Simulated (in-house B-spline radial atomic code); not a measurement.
Checks on a self-consistent run for Kr VII (Kr6+), [Ar] (3d3/2)3 (3d5/2)6 4s2 (5p1/2)1. Level of theory: Dirac-Hartree-Fock, average of the jj configuration, Fermi nucleus of rms radius 4.1884 fm; calculated with a radial B-spline atomic code at the basis-set limit.

```json
{"orbital": "1s1/2", "q": "2", "ε (Eh)": "-534.26629", "<1/r>": "36.7693", "<r²>": "0.00231669", "small-component weight": "0.017073"}
{"orbital": "2s1/2", "q": "2", "ε (Eh)": "-76.63414", "<1/r>": "8.26129", "<r²>": "0.0393717", "small-component weight": "0.0034207"}
{"orbital": "2p1/2", "q": "2", "ε (Eh)": "-69.39620", "<1/r>": "8.19619", "<r²>": "0.0303299", "small-component weight": "0.003389"}
{"orbital": "2p3/2", "q": "4", "ε (Eh)": "-67.44532", "<1/r>": "7.91092", "<r²>": "0.0317942", "small-component weight": "0.0033034"}
{"orbital": "3s1/2", "q": "2", "ε (Eh)": "-15.48670", "<1/r>": "2.75687", "<r²>": "0.310731", "small-component weight": "0.00085638"}
{"orbital": "3p1/2", "q": "2", "ε (Eh)": "-12.77388", "<1/r>": "2.63297", "<r²>": "0.320232", "small-component weight": "0.00079746"}
{"orbital": "3p3/2", "q": "4", "ε (Eh)": "-12.56247", "<1/r>": "2.57378", "<r²>": "0.330841", "small-component weight": "0.00078081"}
{"orbital": "3d3/2", "q": "3", "ε (Eh)": "-8.05533", "<1/r>": "2.35261", "<r²>": "0.337214", "small-component weight": "0.00067082"}
{"orbital": "3d5/2", "q": "6", "ε (Eh)": "-8.01965", "<1/r>": "2.33704", "<r²>": "0.340751", "small-component weight": "0.00066541"}
{"orbital": "4s1/2", "q": "2", "ε (Eh)": "-4.33436", "<1/r>": "1.00888", "<r²>": "1.96361", "small-component weight": "0.00018928"}
{"orbital": "5p1/2", "q": "1", "ε (Eh)": "-1.77185", "<1/r>": "0.465131", "<r²>": "9.30915", "small-component weight": "6.5352e-05"}
```

Electron-electron repulsion V_ee = 954.1637 hartree.

Task: What total energy follows from the eigenvalues?

Result: The eigenvalues count the repulsion twice, so E = Σqε - V_ee = -1819.870 - 954.164 = -2774.034 hartree; the run printed -2774.034.

Task: Does the Dirac virial theorem hold?

Result: For a point nucleus E = -2c²Σq·w, with w the small-component weight. Here Σq·w = 0.073859 and c = 137.0360, so the ratio E/(-2c²Σq·w) is 1.000016; the finite nucleus accounts for the departure from 1.

Task: What diamagnetic shielding (Lamb formula) and susceptibility (Langevin formula) do the radii give?

Result: σ = (α²/3)Σq<1/r> = 182.735/(3·137.036²) = 3243.6 ppm, and χ = -0.79199×10⁻⁶·Σq<r²> = -15.17×10⁻⁶ cm³/mol with Σq<r²> = 19.149 bohr². Both are non-relativistic formulas without the paramagnetism of open shells.
